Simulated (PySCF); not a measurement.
Species: C4H8F3O2P.
Cartesian coordinates in Å at the PBE0-D3(BJ)/def2-SVP level; atoms count from 1:
```
atom  x, y, z in Å
C1     0.4680   -1.8773    0.2101
P2     0.5691   -0.2735   -0.6092
O3     1.1500   -0.2673   -1.9953
C4     1.5726    0.8606    0.4245
O5     1.8016    1.9899   -0.3635
C6    -1.1072    0.4771   -0.6370
C7    -2.0014    0.2859    0.5536
F8    -1.3701    0.5845    1.7022
F9    -3.0863    1.0555    0.4861
F10   -2.4185   -0.9825    0.6576
H11   -0.2106   -2.5344   -0.3511
H12    1.4747   -2.3199    0.2008
H13    0.1105   -1.7796    1.2450
H14    2.5031    0.3289    0.7142
H15    1.0468    1.1532    1.3458
H16    2.0078    1.6547   -1.2533
H17   -0.9259    1.5525   -0.7882
H18   -1.6120    0.0932   -1.5353
```

Computed with PySCF at PBE0/pcSseg-1, non-relativistic, on one gas-phase PBE0-D3(BJ)/def2-SVP geometry that isn't relaxed in the solvent. The solvent is an IEF-PCM continuum (cavity from Bondi-type radii × 1.2). Only the electrostatic response of the medium enters.

Gas phase at PBE0/pcSseg-1: HOMO -7.84 eV, LUMO 1.00 eV, dipole 2.45 D.

Question: What does the continuum do to the energy, the frontier levels and the dipole at PBE0/pcSseg-1 in tetrahydrofuran and acetone?

Answer: 
| solvent | ε | E(solvent) − E(gas) (kcal/mol) | polarisation term (kcal/mol) | distortion of the solute (kcal/mol) | HOMO (eV) | LUMO (eV) | dipole (D) |
| --- | --- | --- | --- | --- | --- | --- | --- |
| tetrahydrofuran | 7.426 | -9.30 | -10.26 | 0.96 | -7.76 | 1.22 | 3.10 |
| acetone | 20.49 | -10.73 | -12.02 | 1.29 | -7.75 | 1.24 | 3.21 |

The first energy column is the sum of the next two and covers electrostatics alone. From tetrahydrofuran to acetone the lowering changes by a factor 1.15, Onsager's factor (ε − 1)/(2ε + 1) by 1.15 and ε itself by 2.8.

Question: Which radius a makes the point-dipole formula ΔE = −[(ε − 1)/(2ε + 1)]·μ²/a³ give the value in acetone, with the gas-phase dipole?

Answer: μ = 0.965 au and |ΔE| = 0.01710 Eh give a = 1.55 Å; the farthest nucleus lies 3.30 Å from the centroid of the nuclei, so such a sphere wouldn't even hold the nuclei. The formula assumes a rigid point dipole at the centre of a sphere.

Question: Give the dipole vector in the frame of the coordinates (D, pointing from negative to positive charge), gas and acetone.

Answer: Gas (-0.28, -1.66, 1.78), solvent (-0.43, -2.06, 2.42). Its length changes by +31 % and its direction by 3°.

Question: Which Hirshfeld charges (PBE0/pcSseg-1) respond most in acetone (means over atoms taken as equivalent)?

Answer: 
| atoms | environment | gas (e) | solvent (e) | change |
| --- | --- | --- | --- | --- |
| O3 | phosphoryl oxygen | -0.403 | -0.447 | -0.044 |
| O5 | alcohol oxygen | -0.218 | -0.236 | -0.018 |
| H14 | methylene hydrogen | +0.044 | +0.054 | +0.010 |
| P2 | phosphoryl phosphorus | +0.426 | +0.435 | +0.009 |
| H18 | methylene hydrogen | +0.065 | +0.072 | +0.007 |
| H15 | methylene hydrogen | +0.042 | +0.049 | +0.007 |

Question: How do the nuclear quadrupole coupling constants eQVzz/h respond in acetone?

Answer: 
| nucleus | Q (barn) | gas (MHz) | solvent (MHz) | η gas | η solvent |
| --- | --- | --- | --- | --- | --- |
| 17O at O3 | -0.0256 | -5.91 | -5.85 | 0.11 | 0.10 |
| 17O at O5 | -0.0256 | 11.53 | 11.39 | 0.92 | 0.91 |
